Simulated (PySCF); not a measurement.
`CC[C@@H](C)C(C)C`, C₇H₁₆

Molfile (atoms numbered from 1):
```
C7H16
     RDKit          3D

 23 22  0  0  0  0  0  0  0  0999 V2000
    2.5443   -0.3024   -0.5961 C   0  0  0  0  0  0  0  0  0  0  0  0
    1.0818    0.1106   -0.7253 C   0  0  0  0  0  0  0  0  0  0  0  0
    0.2535   -0.2226    0.5209 C   0  0  1  0  0  0  0  0  0  0  0  0
    0.6376    0.6832    1.6911 C   0  0  0  0  0  0  0  0  0  0  0  0
   -1.2683   -0.1635    0.2643 C   0  0  0  0  0  0  0  0  0  0  0  0
   -1.7496   -1.3665   -0.5465 C   0  0  0  0  0  0  0  0  0  0  0  0
   -1.7187    1.1297   -0.4125 C   0  0  0  0  0  0  0  0  0  0  0  0
    3.0447    0.2553    0.1911 H   0  0  0  0  0  0  0  0  0  0  0  0
    3.0721   -0.1133   -1.5286 H   0  0  0  0  0  0  0  0  0  0  0  0
    2.6226   -1.3636   -0.3688 H   0  0  0  0  0  0  0  0  0  0  0  0
    0.6568   -0.4080   -1.5863 H   0  0  0  0  0  0  0  0  0  0  0  0
    1.0312    1.1830   -0.9210 H   0  0  0  0  0  0  0  0  0  0  0  0
    0.4852   -1.2547    0.8115 H   0  0  0  0  0  0  0  0  0  0  0  0
    0.4823    1.7302    1.4411 H   0  0  0  0  0  0  0  0  0  0  0  0
    1.6832    0.5485    1.9543 H   0  0  0  0  0  0  0  0  0  0  0  0
    0.0385    0.4458    2.5678 H   0  0  0  0  0  0  0  0  0  0  0  0
   -1.7557   -0.2158    1.2456 H   0  0  0  0  0  0  0  0  0  0  0  0
   -1.4656   -2.2972   -0.0599 H   0  0  0  0  0  0  0  0  0  0  0  0
   -1.3269   -1.3589   -1.5484 H   0  0  0  0  0  0  0  0  0  0  0  0
   -2.8335   -1.3467   -0.6392 H   0  0  0  0  0  0  0  0  0  0  0  0
   -2.8055    1.1773   -0.4315 H   0  0  0  0  0  0  0  0  0  0  0  0
   -1.3535    2.0007    0.1245 H   0  0  0  0  0  0  0  0  0  0  0  0
   -1.3613    1.1759   -1.4381 H   0  0  0  0  0  0  0  0  0  0  0  0
  1  2  1  0
  2  3  1  0
  3  4  1  0
  3  5  1  0
  5  6  1  0
  5  7  1  0
  1  8  1  0
  1  9  1  0
  1 10  1  0
  2 11  1  0
  2 12  1  0
  3 13  1  1
  4 14  1  0
  4 15  1  0
  4 16  1  0
  5 17  1  0
  6 18  1  0
  6 19  1  0
  6 20  1  0
  7 21  1  0
  7 22  1  0
  7 23  1  0
M  END
```

Level of theory: GIAO B3LYP/pcSseg-1 magnetisability, rotational g tensor and spin-rotation constants, non-relativistic, gas phase in PySCF. Geometry: GFN2-xTB.

Task: Give the nuclear spin-rotation constants along the inertial axes (H = +C I·J) beside the isotropic shieldings.

Result: Rotational constants 3.3684, 1.6864, 1.4713 GHz. A star marks the isotopologue with that one atom substituted, in its own axes.
| atom | isotope | Caa (kHz) | Cbb (kHz) | Ccc (kHz) | mean (kHz) | σ (ppm) |
| --- | --- | --- | --- | --- | --- | --- |
| H8 | 1H | -0.250 | -0.015 | -0.165 | -0.143 | 30.6 |
| H9 | 1H | -0.281 | -0.102 | -0.074 | -0.153 | 30.6 |
| H10 | 1H | -0.376 | -0.152 | -0.005 | -0.178 | 31.2 |
| H11 | 1H | -0.288 | 0.006 | -0.157 | -0.146 | 30.3 |
| H12 | 1H | -0.401 | -0.138 | -0.001 | -0.180 | 31.1 |
| H13 | 1H | -0.356 | -0.164 | 0.011 | -0.170 | 30.8 |
| H14 | 1H | -0.390 | -0.142 | -0.003 | -0.178 | 31.0 |
| H15 | 1H | 0.069 | -0.186 | -0.149 | -0.088 | 30.4 |
| H16 | 1H | -0.241 | -0.121 | -0.087 | -0.150 | 31.0 |
| H17 | 1H | -0.275 | -0.070 | -0.094 | -0.146 | 30.4 |
| H18 | 1H | -0.347 | -0.182 | 0.016 | -0.171 | 30.9 |
| H19 | 1H | -0.334 | -0.050 | -0.101 | -0.162 | 30.7 |
| H20 | 1H | 0.098 | -0.190 | -0.169 | -0.087 | 30.8 |
| H21 | 1H | 0.085 | -0.196 | -0.165 | -0.092 | 31.0 |
| H22 | 1H | -0.307 | -0.016 | -0.142 | -0.155 | 30.7 |
| H23 | 1H | -0.364 | -0.070 | -0.085 | -0.173 | 31.3 |
| C1 | 13C* | 0.465 | 0.269 | 0.204 | 0.313 | 165.8 |
| C2 | 13C* | 0.617 | 0.264 | 0.223 | 0.368 | 154.9 |
| C3 | 13C* | 0.620 | 0.365 | 0.268 | 0.418 | 135.1 |
| C4 | 13C* | 0.562 | 0.226 | 0.237 | 0.342 | 160.6 |
| C5 | 13C* | 0.566 | 0.311 | 0.292 | 0.390 | 141.7 |
| C6 | 13C* | 0.572 | 0.250 | 0.234 | 0.352 | 157.2 |
| C7 | 13C* | 0.536 | 0.255 | 0.198 | 0.330 | 164.4 |

For the geometry as given, no vibrational averaging.

Task: How do the rotational constants and the g tensor change when H8, H9, H10, H11, H12, H13, H14, H15, H16, H17, H18, H19, H20, H21, H22, H23 are replaced by deuterium?

Result: Constants 2.5243, 1.3390, 1.1729 GHz; g 0.0026, 0.0009, 0.0005, against 0.0034, 0.0012, 0.0007 before.
